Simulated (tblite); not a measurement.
Compound: C₅H₁₆N₂OSi.
Geometry (GFN2-xTB, Å), atoms numbered from 1 in this order:
```
atom  x, y, z in Å
C1    -1.3975   -1.6190    0.1743
C2    -1.5261   -0.5975   -0.9471
C3    -0.6985    0.6633   -0.6918
O4    -1.0306    1.3171    0.5286
C5    -2.2748    1.9638    0.5414
Si6    1.1913    0.4230   -0.5913
N7     1.6906   -0.6700   -1.8324
N8     1.5164   -0.1198    1.0108
C9     2.8463   -0.3721    1.5116
H10   -2.0372   -2.4792   -0.0160
H11   -1.6915   -1.1690    1.1196
H12   -0.3685   -1.9558    0.2661
H13   -2.5805   -0.3307   -1.0719
H14   -1.1865   -1.0257   -1.8921
H15   -0.8996    1.3575   -1.5221
H16   -2.3858    2.6275   -0.3257
H17   -2.3084    2.5577    1.4545
H18   -3.1109    1.2549    0.5486
H19    1.8579    1.6780   -0.9762
H20    1.2034   -1.5439   -1.9506
H21    2.6769   -0.8151   -1.9686
H22    0.8995    0.2268    1.7309
H23    2.8093   -1.0838    2.3391
H24    3.3494    0.5367    1.8595
H25    3.4445   -0.8008    0.7100
```

Method: GFN2-xTB as coded in tblite; computed harmonic values from a numerical Hessian at the method's own geometry, unscaled. Against measured fundamentals such values can be off by several per cent, at times by over 20. Modes of hydrogen on silicon can be 10 to 20 % off. One conformer, not necessarily the lowest.

Harmonic wavenumbers (cm⁻¹): 43.0, 73.0, 87.1, 90.8, 113.1, 135.0, 149.1, 173.6, 185.0, 196.0, 234.3, 238.6, 267.5, 307.3, 324.6, 413.0, 508.4, 556.1, 574.3, 655.1, 695.5, 719.5, 795.0, 815.8, 833.6, 906.9, 933.0, 966.5, 1060.2, 1064.0, 1066.9, 1108.7, 1115.2, 1131.1, 1136.5, 1154.6, 1162.8, 1247.9, 1274.4, 1320.9, 1353.8, 1355.3, 1407.3, 1410.9, 1420.3, 1474.5, 1492.8, 1493.2, 1493.9, 1501.7, 1505.1, 1507.2, 1527.5, 2172.2, 2841.7, 2893.7, 2908.4, 2919.1, 2938.7, 2968.6, 2981.7, 3008.1, 3019.3, 3023.2, 3039.4, 3047.2, 3444.5, 3475.3, 3512.9.

A = 1703, B = 903.8, C = 810.0 MHz; mass 148.103 u (most abundant isotopes); point group C1, symmetry number 1.

Task: Zero-point energy?

Result: Half the sum of the wavenumbers: 46486 cm⁻¹ = 132.91 kcal/mol.

Task: What is S at 500 K and 1 bar for an ideal gas of classical rigid rotors and harmonic oscillators?

Result: Translation 43.48, rotation 31.48, vibration 72.96: S = 147.9 cal/(mol K).

Task: And Cp and H(500 K) − H(0)?

Result: Cp = 73.07 cal/(mol K), of which vibrations give 65.12 (their classical limit is 69 R = 137.1); H(500 K) − H(0) = 21.91 kcal/mol without the zero-point energy, 17.93 from vibrations.

Task: Which modes carry the vibrational entropy at 500 K?

Result: 43.0 cm⁻¹: 6.14; 73.0 cm⁻¹: 5.09; 87.1 cm⁻¹: 4.74; 90.8 cm⁻¹: 4.66; 113.1 cm⁻¹: 4.23; 135.0 cm⁻¹: 3.88 cal/(mol K); the other 63 give 44.22 together.

Task: Blend soft modes into free rotors: weight 1/[1 + (100 cm⁻¹/ν̃)⁴] for the oscillator and the rest for a rotor with moment μB/(μ + B), μ = h/(8π²ν), B = 10⁻⁴⁴ kg m². What vibrational entropy results?

Result: 67.68 cal/(mol K) in place of 72.96, which changes −T·S at 500 K by +2.64 kcal/mol.

Hindered rotation and anharmonicity are outside this model. Other conformers, if any are populated, would add a mixing term that is left out. The structure is chiral; the term R ln 2 for an equal mix with its mirror image is left out.
